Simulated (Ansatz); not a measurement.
Harmonic frequencies (cm⁻¹) at PBE0-D4/def2-TZVP from Ansatz: 50, 63, 103, 158, 203, 220, 318, 339, 352, 373, 443, 469, 531, 563, 600, 623, 663, 728, 732, 806, 948, 1130, 1186, 1232, 1248, 1253, 1272, 1276, 1316, 1400.

Each molecule was computed in one conformer, which needn't be the lowest.

(1) Which molecule is it?
A. `FC1(F)C(F)(F)C(F)(F)C1(F)F`
B. `FC1CCC1`
C. `FC(F)(F)OC(F)(F)C(F)(F)F`
D. `FC/C(F)=C\C(F)(F)F`

Results:

(1) C.
